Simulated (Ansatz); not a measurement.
Frontier orbitals of AlBCl₂H₃N, SMILES `N[BH][Al]([Cl])[Cl]`.

The species carries charge 0 and has multiplicity 1. All single points use the PBE0-D4/def2-TZVP geometry. It is one conformer, not always the lowest. Basis def2-TZVPP, Ansatz 0.2.0.

Orbital energies of one run (eV). Highest occupied ones, from the top: -10.47, -11.79, -12.03, -12.20, -12.59, -12.62, -13.33, -14.05, -15.23, -17.99, -18.41, -25.68, -26.05, -28.06. Empty: 0.17, 2.14, 2.52, 3.04, 3.53, 4.20.

Which functional gave them?
A. BLYP
B. LC-ωPBE
C. B97M-V
D. r2SCAN

B. HOMO energies: LC-ωPBE -10.47, r2SCAN -6.85, BLYP -6.49, B97M-V -6.88 eV.

LC-ωPBE has ω = 0.4 bohr⁻¹.
